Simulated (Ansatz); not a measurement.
Harmonic frequencies (cm⁻¹) at PBE0-D4/def2-TZVP from Ansatz: 57, 123, 227, 319, 411, 462, 565, 651, 663, 748, 1220, 1437, 1440, 1927, 2156, 3037, 3110, 3136.

Question: Which molecule is it?
A. `N=C(N)BCl`
B. `C=C=NC(=N)Cl`
C. `C#CC(F)(F)F`
D. `[CH3][AlH][TeH]`

Answer: D.
